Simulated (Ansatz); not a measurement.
Ansatz (an electronic-structure program) input for C2H7NOSi, SMILES OC/C=N/[SiH3], PBE0-D3(BJ)/def2-SVP. 

Ansatz 0.2 input:
```yaml
crystal:
  periodic: [false, false, false]
  atoms:
    - {symbol: O, position_ang: [-2.69586999, 1.00706137, 0.02582093]}
    - {symbol: C, position_ang: [-1.84421300, -0.00683637, 0.52176631]}
    - {symbol: C, position_ang: [-0.49622912, -0.02241388, -0.16715413]}
    - {symbol: N, position_ang: [0.58782948, -0.32647564, 0.43509439]}
    - {symbol: Si, position_ang: [2.17484957, -0.39331331, -0.33672189]}
    - {symbol: H, position_ang: [-2.29149045, 1.86211521, 0.26178767]}
    - {symbol: H, position_ang: [-1.68282105, 0.02679574, 1.62562570]}
    - {symbol: H, position_ang: [-2.34715151, -0.97586643, 0.30026459]}
    - {symbol: H, position_ang: [-0.56156595, 0.26071271, -1.25517597]}
    - {symbol: H, position_ang: [3.08930213, 0.54268294, 0.40111276]}
    - {symbol: H, position_ang: [2.69999791, -1.79365091, -0.19745754]}
    - {symbol: H, position_ang: [2.14064128, -0.01206268, -1.80195212]}
basis:
  gaussian:
    orbitals: def2-SVP
hamiltonian:
  xc: pbe0
  dispersion: d3bj
relax: {f_tol: 0.002, max_steps: 200}
```

It prints:

```
WARN ansatz: RAYON_NUM_THREADS=2 ignored (pool sized by the plan → 2); use --threads N
Functional definition: PBE0
integrals: 0.06 GiB planned
1196 factors; integrals over basis functions are off by at most 3.7e-4 eV
mean field: 0.45 GiB planned
mean field evaluation 1: about -13580.0221 eV, gradient 5.1e1 eV
mean field evaluation 2: about -13574.7909 eV, gradient 7.0e1 eV
mean field evaluation 4: about -13585.3030 eV, gradient 3.9e0 eV
mean field evaluation 8: about -13585.3657 eV, gradient 7.9e-2 eV
mean field -13585.36573630 eV, -499.2529823175 hartree, gradient 4.2e-5 eV, S^2 0.000000; 0 other end points of the search recorded, 0 dependent functions left out
the calculation of the forces begins
reference -13585.36576509 eV, -499.2529833753 hartree; 24, 24 occupied and 85, 85 virtual orbitals, 1196 factors
relax step   1: F+E_penalty+E_count = -13585.56364863 eV  Δ(F+E_penalty+E_count) = +0.000e0 eV  max|allowed force component| = 6.499e-1 eV/Å  Δτ_max = 0.0000 Å  (26 SCF iters, accepted)
these checks for a lower state are left out or cut short: starts, cluster_reference, orbital_swaps, neighbouring_geometries, increment
integrals: 0.06 GiB planned
1196 factors; integrals over basis functions are off by at most 3.5e-4 eV
mean field: 0.45 GiB planned
mean field evaluation 16: about -13585.3520 eV, gradient 1.4e0 eV
mean field -13585.38895558 eV, -499.2538356103 hartree, gradient 1.2e-5 eV, S^2 0.000000; 0 other end points of the search recorded, 0 dependent functions left out
the calculation of the forces begins
reference -13585.38898423 eV, -499.2538366630 hartree; 24, 24 occupied and 85, 85 virtual orbitals, 1196 factors
relax step   2: F+E_penalty+E_count = -13585.58775212 eV  Δ(F+E_penalty+E_count) = -2.410e-2 eV  max|allowed force component| = 2.157e-1 eV/Å  Δτ_max = 0.0251 Å  (30 SCF iters, accepted)
these checks for a lower state are left out or cut short: starts, cluster_reference, orbital_swaps, neighbouring_geometries, increment
integrals: 0.06 GiB planned
1196 factors; integrals over basis functions are off by at most 3.4e-4 eV
mean field: 0.45 GiB planned
mean field -13585.39022689 eV, -499.2538823299 hartree, gradient 1.2e-5 eV, S^2 0.000000; 0 other end points of the search recorded, 0 dependent functions left out
the calculation of the forces begins
reference -13585.39025552 eV, -499.2538833822 hartree; 24, 24 occupied and 85, 85 virtual orbitals, 1196 factors
relax step   3: F+E_penalty+E_count = -13585.58930223 eV  Δ(F+E_penalty+E_count) = -1.550e-3 eV  max|allowed force component| = 1.762e-1 eV/Å  Δτ_max = 0.0152 Å  (30 SCF iters, accepted)
these checks for a lower state are left out or cut short: starts, cluster_reference, orbital_swaps, neighbouring_geometries, increment
integrals: 0.06 GiB planned
1196 factors; integrals over basis functions are off by at most 3.4e-4 eV
mean field: 0.45 GiB planned
mean field evaluation 32: about -13585.3914 eV, gradient 1.2e-1 eV
mean field -13585.39141742 eV, -499.2539260811 hartree, gradient 1.2e-5 eV, S^2 0.000000; 0 other end points of the search recorded, 0 dependent functions left out
the calculation of the forces begins
reference -13585.39144603 eV, -499.2539271326 hartree; 24, 24 occupied and 85, 85 virtual orbitals, 1196 factors
relax step   4: F+E_penalty+E_count = -13585.59047260 eV  Δ(F+E_penalty+E_count) = -1.170e-3 eV  max|allowed force component| = 4.215e-2 eV/Å  Δτ_max = 0.0115 Å  (30 SCF iters, accepted)
these checks for a lower state are left out or cut short: starts, cluster_reference, orbital_swaps, neighbouring_geometries, increment
integrals: 0.06 GiB planned
1196 factors; integrals over basis functions are off by at most 3.4e-4 eV
mean field: 0.45 GiB planned
mean field -13585.39166812 eV, -499.2539352940 hartree, gradient 1.2e-5 eV, S^2 0.000000; 0 other end points of the search recorded, 0 dependent functions left out
the calculation of the forces begins
reference -13585.39169674 eV, -499.2539363460 hartree; 24, 24 occupied and 85, 85 virtual orbitals, 1196 factors
relax step   5: F+E_penalty+E_count = -13585.59059716 eV  Δ(F+E_penalty+E_count) = -1.246e-4 eV  max|allowed force component| = 8.099e-2 eV/Å  Δτ_max = 0.0246 Å  (30 SCF iters, accepted)
these checks for a lower state are left out or cut short: starts, cluster_reference, orbital_swaps, neighbouring_geometries, increment
integrals: 0.06 GiB planned
1196 factors; integrals over basis functions are off by at most 3.5e-4 eV
mean field: 0.45 GiB planned
mean field -13585.39194565 eV, -499.2539454933 hartree, gradient 2.0e-5 eV, S^2 0.000000; 0 other end points of the search recorded, 0 dependent functions left out
the calculation of the forces begins
reference -13585.39197429 eV, -499.2539465458 hartree; 24, 24 occupied and 85, 85 virtual orbitals, 1196 factors
relax step   6: F+E_penalty+E_count = -13585.59082969 eV  Δ(F+E_penalty+E_count) = -2.325e-4 eV  max|allowed force component| = 2.041e-2 eV/Å  Δτ_max = 0.0025 Å  (23 SCF iters, accepted)
these checks for a lower state are left out or cut short: starts, cluster_reference, orbital_swaps, neighbouring_geometries, increment
integrals: 0.06 GiB planned
1196 factors; integrals over basis functions are off by at most 3.5e-4 eV
mean field: 0.45 GiB planned
mean field -13585.39206452 eV, -499.2539498616 hartree, gradient 1.2e-5 eV, S^2 0.000000; 0 other end points of the search recorded, 0 dependent functions left out
the calculation of the forces begins
reference -13585.39209317 eV, -499.2539509145 hartree; 24, 24 occupied and 85, 85 virtual orbitals, 1196 factors
relax step   7: F+E_penalty+E_count = -13585.59094961 eV  Δ(F+E_penalty+E_count) = -1.199e-4 eV  max|allowed force component| = 9.019e-3 eV/Å  Δτ_max = 0.0161 Å  (30 SCF iters, accepted)
these checks for a lower state are left out or cut short: starts, cluster_reference, orbital_swaps, neighbouring_geometries, increment
integrals: 0.06 GiB planned
1196 factors; integrals over basis functions are off by at most 3.5e-4 eV
mean field: 0.45 GiB planned
mean field -13585.39216569 eV, -499.2539535795 hartree, gradient 1.2e-5 eV, S^2 0.000000; 0 other end points of the search recorded, 0 dependent functions left out
the calculation of the forces begins
reference -13585.39219435 eV, -499.2539546328 hartree; 24, 24 occupied and 85, 85 virtual orbitals, 1196 factors
relax step   8: F+E_penalty+E_count = -13585.59100332 eV  Δ(F+E_penalty+E_count) = -5.371e-5 eV  max|allowed force component| = 9.029e-3 eV/Å  Δτ_max = 0.0148 Å  (30 SCF iters, accepted)
these checks for a lower state are left out or cut short: starts, cluster_reference, orbital_swaps, neighbouring_geometries, increment
integrals: 0.06 GiB planned
1196 factors; integrals over basis functions are off by at most 3.5e-4 eV
mean field: 0.45 GiB planned
mean field evaluation 64: about -13585.3601 eV, gradient 3.2e-1 eV
mean field -13585.39218605 eV, -499.2539543279 hartree, gradient 2.6e-5 eV, S^2 0.000000; 0 other end points of the search recorded, 0 dependent functions left out
the calculation of the forces begins
reference -13585.39221472 eV, -499.2539553813 hartree; 24, 24 occupied and 85, 85 virtual orbitals, 1196 factors
relax step   9: F+E_penalty+E_count = -13585.59101721 eV  Δ(F+E_penalty+E_count) = -1.389e-5 eV  max|allowed force component| = 7.016e-3 eV/Å  Δτ_max = 0.0063 Å  (23 SCF iters, accepted)
these checks for a lower state are left out or cut short: starts, cluster_reference, orbital_swaps, neighbouring_geometries, increment
integrals: 0.06 GiB planned
1196 factors; integrals over basis functions are off by at most 3.5e-4 eV
mean field: 0.45 GiB planned
mean field -13585.39218597 eV, -499.2539543247 hartree, gradient 8.2e-6 eV, S^2 0.000000; 0 other end points of the search recorded, 0 dependent functions left out
the calculation of the forces begins
reference -13585.39221463 eV, -499.2539553780 hartree; 24, 24 occupied and 85, 85 virtual orbitals, 1196 factors
relax step  10: F+E_penalty+E_count = -13585.59102472 eV  Δ(F+E_penalty+E_count) = -7.514e-6 eV  max|allowed force component| = 2.421e-3 eV/Å  Δτ_max = 0.0039 Å  (24 SCF iters, accepted)
these checks for a lower state are left out or cut short: starts, cluster_reference, orbital_swaps, neighbouring_geometries, increment
integrals: 0.06 GiB planned
1196 factors; integrals over basis functions are off by at most 3.5e-4 eV
mean field: 0.45 GiB planned
mean field -13585.39218455 eV, -499.2539542725 hartree, gradient 2.5e-5 eV, S^2 0.000000; 0 other end points of the search recorded, 0 dependent functions left out
the calculation of the forces begins
reference -13585.39221321 eV, -499.2539553258 hartree; 24, 24 occupied and 85, 85 virtual orbitals, 1196 factors
relax step  11: F+E_penalty+E_count = -13585.59102621 eV  Δ(F+E_penalty+E_count) = -1.486e-6 eV  max|allowed force component| = 3.580e-3 eV/Å  Δτ_max = 0.0015 Å  (20 SCF iters, accepted)
these checks for a lower state are left out or cut short: starts, cluster_reference, orbital_swaps, neighbouring_geometries, increment
integrals: 0.06 GiB planned
1196 factors; integrals over basis functions are off by at most 3.5e-4 eV
mean field: 0.45 GiB planned
mean field -13585.39218545 eV, -499.2539543056 hartree, gradient 1.6e-5 eV, S^2 0.000000; 0 other end points of the search recorded, 0 dependent functions left out
the calculation of the forces begins
reference -13585.39221411 eV, -499.2539553589 hartree; 24, 24 occupied and 85, 85 virtual orbitals, 1196 factors
relax step  12: F+E_penalty+E_count = -13585.59102580 eV  Δ(F+E_penalty+E_count) = +4.107e-7 eV  max|allowed force component| = 4.773e-3 eV/Å  Δτ_max = 0.0010 Å  (20 SCF iters, rejected (line search))
these checks for a lower state are left out or cut short: starts, cluster_reference, orbital_swaps, neighbouring_geometries, increment
integrals: 0.06 GiB planned
1196 factors; integrals over basis functions are off by at most 3.5e-4 eV
mean field: 0.45 GiB planned
mean field -13585.39218719 eV, -499.2539543698 hartree, gradient 1.3e-5 eV, S^2 0.000000; 0 other end points of the search recorded, 0 dependent functions left out
the calculation of the forces begins
reference -13585.39221585 eV, -499.2539554231 hartree; 24, 24 occupied and 85, 85 virtual orbitals, 1196 factors
relax step  13: F+E_penalty+E_count = -13585.59102702 eV  Δ(F+E_penalty+E_count) = -8.145e-7 eV  max|allowed force component| = 6.576e-4 eV/Å  Δτ_max = 0.0004 Å  (20 SCF iters, accepted)
integrals: 0.06 GiB planned
1196 factors; integrals over basis functions are off by at most 3.5e-4 eV
mean field: 0.45 GiB planned
mean field evaluation 96: about -13585.3919 eV, gradient 3.7e-1 eV
mean field -13585.39218719 eV, -499.2539543698 hartree, gradient 1.3e-5 eV, S^2 0.000000; 1 other end points of the search recorded, 0 dependent functions left out
the calculation of the forces begins
reference -13585.39221585 eV, -499.2539554231 hartree; 24, 24 occupied and 85, 85 virtual orbitals, 1196 factors
Total energy: -13585.59105568 eV, -499.2612626520 hartree
Atom 0 at    -2.693691     0.967344     0.001259 Å, force    -0.000112     0.000567    -0.000147 eV/Å
Atom 1 at    -1.824641     0.002468     0.521180 Å, force     0.000189    -0.000018     0.000261 eV/Å
Atom 2 at    -0.482849    -0.002453    -0.161303 Å, force    -0.000264     0.000011    -0.000658 eV/Å
Atom 3 at     0.586175    -0.333217     0.427265 Å, force     0.000476    -0.000148     0.000230 eV/Å
Atom 4 at     2.163464    -0.404629    -0.332871 Å, force    -0.000260     0.000010     0.000110 eV/Å
Atom 5 at    -2.352998     1.835990     0.238301 Å, force    -0.000080    -0.000272    -0.000058 eV/Å
Atom 6 at    -1.667373     0.078723     1.613549 Å, force    -0.000105    -0.000045     0.000218 eV/Å
Atom 7 at    -2.293025    -0.980787     0.336007 Å, force     0.000165    -0.000127    -0.000029 eV/Å
Atom 8 at    -0.538542     0.300404    -1.234216 Å, force    -0.000068    -0.000042     0.000101 eV/Å
Atom 9 at     3.084934     0.499604     0.413965 Å, force     0.000057    -0.000017     0.000001 eV/Å
Atom 10 at     2.669710    -1.803812    -0.233366 Å, force    -0.000044     0.000052    -0.000009 eV/Å
Atom 11 at     2.122116     0.009113    -1.776760 Å, force     0.000047     0.000030    -0.000021 eV/Å
Dipole moment:     0.018810     0.180574    -0.035681 e Å
```

The calculation finished and met its thresholds.

Cost: about 50 core-seconds (a rough figure).
